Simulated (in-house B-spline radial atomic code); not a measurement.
## Ionising the tin ion Sn⁺ with different functionals

Computed with a B-spline radial code for spherical atoms: scalar-relativistic (spin-free X2C) Hamiltonian, Fermi nucleus of rms radius 4.6519 fm, spin-polarised at highest spin, spherical fractional occupations for the functionals, the average over the highest-spin determinants for Hartree-Fock. The ionisation energy is the difference of two self-consistent energies, [Kr] 4d10 5s2 5p1 → [Kr] 4d10 5s2, without Breit or QED terms; ε is the level of the shell that loses the electron (its least bound occupied spin orbital). There is no spin-orbit coupling in this Hamiltonian.

Hybrids are left out here: with spherical fractional occupations of an open shell their exact exchange keeps a self-interaction that integer-occupation calculations don't have.

```
           method          rung  ΔSCF (eV)  -ε(5p) (eV)
     Hartree-Fock  Hartree-Fock      13.65        13.84
         LDA VWN5           LDA      14.43        10.82
         LDA PW92           LDA      14.43        10.81
LDA exchange-only           LDA      13.43         9.92
              PBE           GGA      14.16        10.62
           PBEsol           GGA      14.20        10.66
             BLYP           GGA      14.14        10.49
             RPBE           GGA      14.06        10.55
             PW91           GGA      14.24        10.69
             BP86           GGA      14.33        10.78
             AM05           GGA      14.15        10.61
             OLYP           GGA      13.88        10.38
             TPSS      meta-GGA      14.05        10.59
             SCAN      meta-GGA      14.18        10.73
           r2SCAN      meta-GGA      14.12        10.75
          revTPSS      meta-GGA      14.04        10.60
```

(1) How do they compare with the NIST value?

Answers

(1) NIST lists 14.633 eV (measured, ground level to ground level). Errors run from -1.21 to -0.20 eV; LDA VWN5 is closest (-0.20 eV), but part of that can be cancellation, since the calculations leave out spin-orbit coupling, Breit-QED terms, multiplet and fine-structure energies. Hartree-Fock also lacks correlation.
